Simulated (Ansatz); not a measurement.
Calculated with Ansatz (gas phase, PBE0-D4/def2-TZVP geometries, no zero-point term in ΔE). CCSD(T)/CBS is the MP2 limit (def2-TZVPP, def2-QZVPP) plus CCSD(T) − MP2 in def2-TZVPP, frozen cores. This one scheme is used for every species. Functionals use def2-TZVPP. HSE06 is defined as in plane-wave codes. Elements past krypton have def2 core potentials. For Sn outer-core shells are correlated without core-valence functions, which leaves a few kJ/mol of doubt a bond.

Reaction (ligand exchange at the Sn–C bond): `[CH3][SnH2][Cl]` + HCl → `[Cl][SnH2][Cl]` + CH₄

Question: Is it downhill or uphill in electronic energy at CCSD(T)/CBS, and by how much? (An estimate is asked.)

Answer: The calculation gave: Downhill: ΔE = -102.6 kJ/mol.

Question: What do these levels give: r2SCAN0-D4, r2SCAN, HSE06, BHLYP, MP2/def2-SVP, HF/def2-QZVPP? (Best estimate.)

Answer: Computed: r2SCAN0-D4 -110.2, r2SCAN -111.4, HSE06 -107.2, BHLYP -114.4, MP2/def2-SVP -111.3, HF/def2-QZVPP -121.9 kJ/mol.

Largest T1 diagnostic among the species: 0.011.

From BLYP to BHLYP (50 % exact exchange), in def2-TZVPP and without D4, ΔE moves by −3.0 kJ/mol. In def2-TZVPP, CCSD(T) changes the Hartree–Fock value by +23.7 kJ/mol (the triples alone add +1.2 kJ/mol) and MP2 by +22.1 kJ/mol.
